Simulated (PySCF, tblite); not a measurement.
Species: C6H16N2Si.
Geometry (GFN2-xTB, Å), atoms numbered from 1 in this order:
```
atom  x, y, z in Å
C1     3.657    0.852    0.433
C2     2.703    0.797   -0.724
N3     1.611    0.189   -0.901
N4     0.972   -0.654   -0.068
Si5    1.430   -1.336    1.468
C6    -0.375   -0.886   -0.565
C7    -1.368    0.143   -0.023
C8    -2.790   -0.129   -0.503
C9    -3.773    0.913    0.017
H10    4.401    0.060    0.352
H11    3.139    0.741    1.382
H12    4.180    1.807    0.423
H13    2.991    1.387   -1.588
H14    1.250   -0.405    2.593
H15    2.813   -1.797    1.386
H16    0.530   -2.474    1.641
H17   -0.694   -1.891   -0.283
H18   -0.337   -0.820   -1.655
H19   -1.051    1.137   -0.347
H20   -1.337    0.119    1.069
H21   -3.099   -1.121   -0.164
H22   -2.808   -0.133   -1.595
H23   -3.500    1.904   -0.338
H24   -3.774    0.928    1.105
H25   -4.782    0.691   -0.325
```

Theory: PBE0/pcSseg-1 in PySCF (dipole) on a GFN2-xTB geometry, gas phase.

Take the most abundant isotopes and a rigid rotor. The values belong to one conformer with, in the numbering `[CH3:1]/[CH:2]=[N:3]\[N:4]([SiH3:5])[CH2:6][CH2:7][CH2:8][CH3:9]`, C2–N3–N4–Si5 -6°, N3–N4–C6–C7 -89°, N4–C6–C7–C8 -178°, C6–C7–C8–C9 -179°.

**Question.** Give the principal moments of inertia and the rotational constants in GHz.

**Answer.** Ia = 219.07, Ib = 825.38, Ic = 932.19 u·Å²; 505379 MHz·u·Å²/I gives 2307, 612.3 and 542.1 MHz, that is A = 2.3069, B = 0.6123, C = 0.5421 GHz.

**Question.** Classify the top.

**Answer.** A near-prolate asymmetric top; Ray's κ = -0.920.

**Question.** What does the inertial defect say?

**Answer.** Not planar: Δ = Ic − Ia − Ib = -112.26 u·Å². For a rigid frame Δ = −2 Σ m c², so Σ m c² = 56.13 u·Å² lies off the ab plane: 19.58 from hydrogen and 36.55 from heavier atoms. The atom farthest from that plane is 1.71 Å away.

**Question.** Give the other two planar moments, Paa and Pbb, and the rms extents of the mass along the axes.

**Answer.** Paa = Σ m a² = (Ib + Ic − Ia)/2 = 769.25 and Pbb = Σ m b² = (Ia + Ic − Ib)/2 = 162.94 u·Å². With the mass M = 144.11 u, the rms extents √(P/M) along a, b and c are 2.31, 1.06, 0.62 Å.

**Question.** Predict some low-J microwave lines.

**Answer.** The dipole components are |μa| = 0.41 D, |μb| = 0.65 D, |μc| = 0.69 D. Intensities carry the squares of the components, which stand as 0.36 : 0.90 : 1.00 (a : b : c). Some lines, for components of 0.1 D or more:

```
type  branch         J(Ka,Kc)    MHz  lower level (cm⁻¹)
   c       Q  5(1,5) ← 5(0,5)   1263               0.575
   c       Q  4(1,4) ← 4(0,4)   1405               0.384
   a       R  2(1,2) ← 1(1,1)   2239               0.095
   c       R  2(1,1) ← 1(0,1)   4144               0.039
   a       R  4(1,3) ← 3(1,2)   4754               0.296
   c       Q  3(2,2) ← 3(1,2)   4980               0.296
   b       R  3(1,3) ← 2(0,2)   4983               0.115
   c       R  3(1,2) ← 2(0,2)   5404               0.115
   b       R  2(2,0) ← 1(1,1)   7535               0.095
   b       Q  3(3,0) ← 3(2,1)   8639               0.462
   b       R  3(2,1) ← 2(1,2)   8768               0.170
   b       R  5(2,3) ← 4(1,4)  11385               0.431
   c       R  3(3,0) ← 2(2,0)  12111               0.346
   c       R  4(3,2) ← 3(2,2)  13272               0.462
   b       R  5(3,2) ← 4(2,3)  14436               0.616
   c       Q  5(5,1) ← 5(4,1)  15563               1.501
   c       R  4(4,1) ← 3(3,1)  16726               0.750
   b       R  5(5,1) ← 4(4,0)  21340               1.308
   c       R  5(5,1) ← 4(4,1)  21340               1.308
   b       R  5(5,0) ← 4(4,1)  21340               1.308
```

Its GFN2-xTB frequencies are all real (lowest 28 cm⁻¹). Constants of a rigid frame at the computed geometry: no zero-point averaging, no centrifugal distortion. A rigid rotor knows nothing of internal rotation, which can split or shift real lines. Quadrupole hyperfine structure (14N) is left out.
